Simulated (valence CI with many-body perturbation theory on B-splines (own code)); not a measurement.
# Rb XXXIII in brief

Method: configuration interaction combined with many-body perturbation theory (CI+MBPT): three valence electrons over a frozen Dirac-Fock core [He], radial functions for each j: 11 s, 11 p, 9 d, 7 f, 5 g, 2 h, 1 i, with the one-electron correlation potential Σ1 (screened to all orders), the two-electron term Σ2, the three-electron term Σ3, Breit, model QED; selected single and double excitations, second order for the rest (own B-spline code, finite nucleus).

No measured spectrum was set against this ion. As an estimate, large intervals hold to a few tenths of a per cent, small ones and those within an open d or f shell to about a per cent.

Levels are named by their leading jj configuration (3d3/2^4 stands for four electrons in 3d with j = 3/2), which in mixed levels can hold well under half, so a name can repeat and another be missing.

Rates and lifetimes use the calculated energies. Strong lines usually hold to 10 to 20 %, long lifetimes can be off by a factor of two.

What is the ground level?

(2s^2 2p1/2) J=1/2, composition 99 % 2s2 2p 2P°, g = 0.655.

How well does LS coupling describe the low levels?

Among the lowest 20 levels the leading LS term, summed over configurations, holds 82 % on average. For single configurations the figures are 81 % in LS and 93 % in jj coupling. Terms mix most in the J = 3/2 level at 21.71 Ry, where the leading one holds 47 %.

Among levels below 188.89 Ry, which E1 lines absorb most strongly from the ground level?

to (2s^2 3d3/2) J=3/2 at 0.5353 nm, f = 0.703; to (2s 2p1/2 3p3/2) J=3/2 at 0.5233 nm, f = 0.223; to (2s 2p1/2 3p3/2) J=1/2 at 0.5245 nm, f = 0.131.

What is the ionisation energy?

3989.6 eV; NIST lists 3988 ± 3 eV (semi-empirical).

What are the static dipole polarisabilities of the lowest levels?

(2s^2 2p1/2) J=1/2 0.00337 bohr³, of which the core gives 4.63e-06.

Where does the other parity begin?

At (2s 2p1/2^2) J=1/2, 6.65 Ry.
